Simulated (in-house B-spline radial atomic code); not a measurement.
# Functionals against NIST's ionisation energies along a row: Sr³⁺ to I³⁺

Ionisation energies as differences of self-consistent total energies from an all-electron radial atomic-structure program (B-spline basis): all electrons, radial basis limit, scalar-relativistic (one-electron X2C), spin-polarised at highest spin, spherical densities; exact exchange is averaged over the determinants of each configuration. No spin-orbit coupling, Breit or QED terms. NIST's values run from ground level to ground level, so in open shells the differences also hold multiplet and fine-structure energies that spherical high-spin averages miss. For p electrons of heavy elements the spin-orbit part alone reaches an electronvolt or more. Columns give computed minus NIST, in eV; a star marks a semi-empirical value. Species are left out where the tabulated value is theory, is uncertain by more than 0.12 eV, or (13 ions, such as In⁴⁺, Te⁴⁺ and Bi⁴⁺) lies off its series for all methods alike, which flatters the means a little.

| species | shell | NIST (eV) | PBE | BLYP | BP86 | r2SCAN |
| --- | --- | --- | --- | --- | --- | --- |
| Sr³⁺ | 4p | 56.28* | +0.07 | -0.04 | +0.23 | +0.33 |
| Zr³⁺ | 4d | 34.42 | +0.02 | -0.08 | +0.03 | -0.53 |
| Nb³⁺ | 4d | 37.61 ± 0.02 | -0.09 | -0.26 | -0.06 | -0.32 |
| Mo³⁺ | 4d | 40.33 ± 0.06* | +0.12 | -0.11 | +0.15 | +0.13 |
| In³⁺ | 4d | 55.45 ± 0.04 | +0.72 | +0.57 | +0.79 | +1.10 |
| Sn³⁺ | 5s | 40.74 ± 0.04 | +0.65 | +0.85 | +0.69 | +0.20 |
| Sb³⁺ | 5s | 43.80 ± 0.03 | +0.17 | +0.35 | +0.30 | -0.32 |
| Te³⁺ | 5p | 37.42 | -0.66 | -0.62 | -0.46 | -0.75 |
| I³⁺ | 5p | 40.36 ± 0.03 | -0.21 | -0.36 | -0.06 | +0.06 |

How do the methods rank, and which species is hardest?

Mean absolute (signed) differences: PBE 0.30 (+0.09) eV; BP86 0.31 (+0.18) eV; BLYP 0.36 (+0.03) eV; r2SCAN 0.42 (-0.01) eV. For In³⁺, which loses a 4d electron, the nearest method is off by +0.57 eV, the largest such miss. The first two are tied within the accuracy of the references.
